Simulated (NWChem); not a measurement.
Species: GeHSF, singlet; SMILES [F][Ge][SH]

```xyz
4

Ge    -0.4300     0.5127     0.0000
F      1.1640     1.2497     0.0000
S      0.2999    -1.6094     0.0000
H     -0.9623    -2.0963     0.0000
```
Atoms are numbered in this order, from 1.

Program: NWChem. Pople sets run with spherical d functions. Low-valent species are run as closed-shell singlets; no triplet was tried in these runs. The geometry was optimised at PBE0/def2-SVP. Vzz is the largest principal value of the second derivative of the potential at the nucleus (NWChem prints the opposite sign); η is the asymmetry. Non-relativistic.

```json
[
 {"level": "PBE0/def2-TZVP", "Vzz Ge1 (a.u.)": "2.749", "η Ge1": "0.84", "Vzz S3 (a.u.)": "1.630", "η S3": "0.49", "relative time": "3"},
 {"level": "PBE0/cc-pVTZ", "Vzz Ge1 (a.u.)": "2.630", "η Ge1": "0.77", "Vzz S3 (a.u.)": "1.457", "η S3": "0.52", "relative time": "10"},
 {"level": "PBE/def2-TZVP", "Vzz Ge1 (a.u.)": "2.508", "η Ge1": "0.81", "Vzz S3 (a.u.)": "1.584", "η S3": "0.42", "relative time": "4"},
 {"level": "PBE/6-31G*", "Vzz Ge1 (a.u.)": "1.971", "η Ge1": "0.83", "Vzz S3 (a.u.)": "1.484", "η S3": "0.52", "relative time": "1"}
]
```

Times are rough ratios from one shared machine.
